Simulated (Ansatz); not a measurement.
Consider the formal exchange of groups at the In–F bond: `[F][In]([F])[SiH3]` + `CCC(C)CO` → `O[CH2][In]([F])[SiH3]` + `CCC(C)F`.

Computed with Ansatz on PBE0-D4/def2-TZVP structures; ΔE is electronic, products minus reactants. CBS: MP2 limit from def2 TZ/QZ plus the TZ coupled-cluster correction, frozen cores. DFT in def2-TZVPP. B3LYP here is the variant with VWN-RPA as its local correlation; programs differ in this. Elements past krypton have def2 core potentials. For In outer-core shells are correlated without core-valence functions, which leaves a few kJ/mol of doubt a bond. One conformer a species, not always the lowest.

`[F][In]([F])[SiH3]`:

Cartesian coordinates in Å:
```
F -1.836 -0.352 -2.255
In -0.229 -0.543 -1.177
F 0.952 -1.717 -2.181
Si 0.221 0.513 1.090
H 1.686 0.626 1.279
H -0.371 -0.375 2.121
H -0.422 1.848 1.123
```

`CCC(C)CO`:

Z-matrix (Å, degrees):
```
C
C 1 1.519
H 1 1.094 2 111.0
H 1 1.092 2 111.1 3 119.5
H 1 1.093 2 112.2 3 -120.4
C 2 1.525 1 114.3 3 57.8
H 2 1.097 1 109.8 3 179.9
H 2 1.094 1 109.5 3 -63.9
C 6 1.523 2 111.0 1 -169.2
C 6 1.521 2 112.6 1 67.5
H 6 1.102 2 108.0 1 -51.8
O 9 1.412 6 113.9 2 59.4
H 9 1.100 6 109.5 2 -176.0
H 9 1.095 6 109.6 2 -58.8
H 10 1.093 6 111.4 2 -179.6
H 10 1.095 6 110.6 2 60.6
H 10 1.091 6 111.8 2 -59.3
H 12 0.961 9 108.1 6 62.8
```

`O[CH2][In]([F])[SiH3]`:

Cartesian coordinates in Å:
```
O -2.197 1.263 0.767
C -1.424 1.416 -0.405
In 0.242 0.022 -0.633
F 0.896 0.206 -2.491
Si 1.622 -1.771 0.584
H -1.704 1.609 1.514
H -1.057 2.440 -0.538
H -2.082 1.208 -1.251
H 1.381 -3.094 -0.052
H 3.068 -1.439 0.481
H 1.254 -1.860 2.022
```

`CCC(C)F`:

```xyz
14

C     1.831    0.328    0.558
C     0.519    0.540   -0.175
C    -0.513   -0.524    0.127
C    -1.815   -0.335   -0.607
F    -0.779   -0.508    1.499
H     2.545    1.120    0.323
H     1.676    0.322    1.638
H     2.288   -0.626    0.280
H     0.685    0.547   -1.258
H     0.090    1.514    0.083
H    -0.096   -1.516   -0.085
H    -1.657   -0.410   -1.685
H    -2.239    0.648   -0.387
H    -2.536   -1.099   -0.311
```

Problem. Is it downhill or uphill in electronic energy at CCSD(T)/CBS, and by how much? (Estimate.)

Solution. Computed: Uphill: ΔE = +141.6 kJ/mol.

Problem. What do these levels give: PBE-D4, B3LYP-D4, ωB97X-V, ωB97M-V, B2PLYP, PBE0, HF/def2-TZVPP, MP2/def2-TZVPP, HF/def2-QZVPP, SCS-MP2/def2-QZVPP, MP2/CBS(def2), CCSD/CBS(def2)? (Best estimate.)

Solution. Ansatz gave: PBE-D4 122.9, B3LYP-D4 127.7, ωB97X-V 135.8, ωB97M-V 134.3, B2PLYP 132.3, PBE0 124.9, HF/def2-TZVPP 135.0, MP2/def2-TZVPP 145.0, HF/def2-QZVPP 137.8, SCS-MP2/def2-QZVPP 146.0, MP2/CBS(def2) 151.6, CCSD/CBS(def2) 141.3 kJ/mol.

Largest T1 diagnostic among the species: 0.016.

From PBE to PBE0 (25 % exact exchange), in def2-TZVPP and without D4, ΔE moves by +6.2 kJ/mol. The D4 term adds +6.3 kJ/mol with B3LYP and +3.6 kJ/mol with PBE0; it sums over pairs of atoms, weighted by their polarisabilities, and B3LYP, whose exchange is more repulsive, gets the larger term.
